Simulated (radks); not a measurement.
The numbers below are computed, except where a source is named.
Effect of the nuclear size on neutral chlorine, [Ne] 3s2 3p5. Level of theory: Dirac Kohn-Sham, PBE, spin-unpolarised, spherical densities, finite nucleus; open shells are shared between the two j in proportion to 2j + 1; Fermi nuclear charge, rms radius 3.3654 fm (a radial shooting solver on a logarithmic mesh with Libxc functionals). The rms radius is varied about that value; shifts are against it.

| rms radius (fm) | total energy shift (eV) | density at nucleus (e/bohr^3) | 1s1/2 shift (meV) | 2s1/2 shift (meV) |
|---|---|---|---|---|
| 2.8471 | -0.00399 | 3605 | -1.68 | -0.123 |
| 3.0995 | -0.00213 | 3599 | -0.895 | -0.066 |
| 3.3654 | 0 | 3593 | 0.000 | 0.000 |
| 3.5808 | 0.00185 | 3589 | 0.778 | 0.057 |
| 4.1899 | 0.00770 | 3578 | 3.23 | 0.237 |

Slopes of the eigenvalues against <r^2> in GHz/fm^2, as finite differences over the two radii next to the reference (eigenvalue slopes, not the field-shift constants of lines): 1s1/2 126, 2s1/2 9.23.
